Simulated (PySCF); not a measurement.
A species of formula C5H11B has this rotational fingerprint, computed with PBE0-D3(BJ)/def2-SVP geometry optimisation, gas phase (PySCF 2.14.0):

```
Rotational constants : A = 4814, B = 2269, C = 1907 MHz
Dipole components    : |μa| = 0.38 D, |μb| = 0.06 D, |μc| = 0.06 D
Inertial defect      : -62.70 u·Å²
κ                    : -0.75
```

Question: Which structure is it? (One computed conformer of each.)
A. `[CH3:1][BH:2][CH2:3]/[CH:4]=[CH:5]/[CH3:6]` with C1–B2–C3–C4 156°, B2–C3–C4–C5 -127°
B. `[CH3:1][BH:2][CH2:3]/[CH:4]=[CH:5]\[CH3:6]` with C1–B2–C3–C4 159°, B2–C3–C4–C5 100°
C. `[BH2:1][C@@H:2]1[CH2:3][CH2:4][C@H:5]1[CH3:6]` with H–B1–C2–C3 -32° and 151°, B1–C2–C3–C4 -148°, C2–C3–C4–C5 17°, C3–C4–C5–C6 -140°, B1–C2–C5–C4 149°
D. `[BH2:1][CH2:2][C@H:3]([CH3:4])[CH:5]=[CH2:6]` with H–B1–C2–C3 -14° and 169°, B1–C2–C3–C4 -68°, C2–C3–C5–C6 -119°
E. `[CH2:1]=[CH:2][CH2:3][B:4]([CH3:5])[CH3:6]` with C1–C2–C3–B4 96°, C2–C3–B4–C5 75°
F. `[BH2:1][CH:2]1[CH2:3][CH2:4][CH2:5][CH2:6]1` with H–B1–C2–C3 -27° and 159°, B1–C2–C3–C4 -174°, C2–C3–C4–C5 17°, C3–C4–C5–C6 7°, C4–C5–C6–C2 -29°

Answer: E. It is C=CCB(C)C, an asymmetric top, point group C1. The candidates at the same level (rigid rotor, commonest isotopes):

```
           SMILES  A (MHz)  B (MHz)  C (MHz)  μa (D)  μb (D)  μc (D)  Δ (u·Å²)  point group                        rotor
    BC[C@H](C)C=C     5895     2145     1768    0.30    0.01    0.32    -35.50           C1               asymmetric top
B[C@@H]1CC[C@H]1C     4547     3476     2183    0.62    0.36    0.22    -25.09           C1               asymmetric top
        CBC/C=C/C    13718     1181     1175    0.35    0.44    0.02    -34.90           C1  near-prolate asymmetric top
        CBC/C=C\C     8609     1462     1356    0.45    0.19    0.48    -31.71           C1  near-prolate asymmetric top
         BC1CCCC1     6332     3029     2236    0.71    0.01    0.20    -20.64      near Cs               asymmetric top
        C=CCB(C)C     4814     2269     1907    0.38    0.06    0.06    -62.70           C1               asymmetric top
```

`B[C@@H]1CC[C@H]1C` has B 53 % too high; `CBC/C=C/C` has A 185 % too high; `BC1CCCC1` has B 34 % too high; `BC[C@H](C)C=C` has A 22 % too high; `CBC/C=C\C` has A 79 % too high. No structure here is proved a minimum.
